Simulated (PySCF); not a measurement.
Correlation energy of S (sulfur, neutral)

[Ne] 3s2 3p3 4s1, high-spin 5S determinant (an excited configuration). Calculation: PySCF 2.14, in aug-cc-pwCVQZ (10s9p7d5f3g, 134 functions); the non-relativistic Hamiltonian (point nucleus). Frozen: 1s2; 14 electrons correlated.

MP2 pair energies summed by pair of shells (mhartree):

```tsv
pair	energy	share (%)
2p-2p	-191.72	45.0
3s-3p	-64.45	15.1
2s-2p	-59.79	14.0
2p-3p	-24.66	5.8
2p-3s	-21.53	5.1
3p-3p	-21.41	5.0
3s-3s	-11.52	2.7
2s-2s	-9.85	2.3
3p-4s	-7.69	1.8
3s-4s	-4.94	1.2
2s-3p	-4.09	1.0
2s-3s	-3.20	0.8
2p-4s	-0.96	0.2
2s-4s	-0.13	0.0
```

Total MP2 correlation energy: -425.93 mhartree.

Same-spin part -120.81 and opposite-spin part -305.12 mhartree; SCS-MP2 scales them by 1/3 and 6/5 to -406.42 mhartree.
